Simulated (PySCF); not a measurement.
B(F)(OMe)(SMe) (C2H6BFOS), SMILES S(B(F)OC)C.

The structure is a stationary point at B3LYP-D3(BJ)/def2-SVP. Other conformers were not sampled.

Two levels are set side by side: PBE/def2-TZVP (PySCF) and HF/def2-TZVP (PySCF). Same geometry, gas phase. Differences are taken from unrounded values.

| quantity | HF | PBE | PBE minus HF |
|---|---|---|---|
| orbital gap (eV) | 13.19 | 5.60 | -7.59 |
| highest occupied level (eV) | -9.90 | -5.86 | 4.03 |
| lowest empty level (eV) | 3.29 | -0.26 | -3.56 |
| dipole moment (D) | 2.70 | 2.49 | -0.20 |
| mean polarisability (bohr³) | 57.1 | 63.9 | 6.7 |

PBE's occupied levels lie high since its potential decays too fast outside the molecule; exact exchange lowers them and widens the gap. PBE's more diffuse valence density responds more strongly to a field. Differences between two approximate levels are no errors against the true value.

Rough cost on one machine, each run with all the roots and properties that it gave: HF against PBE about 1/3.
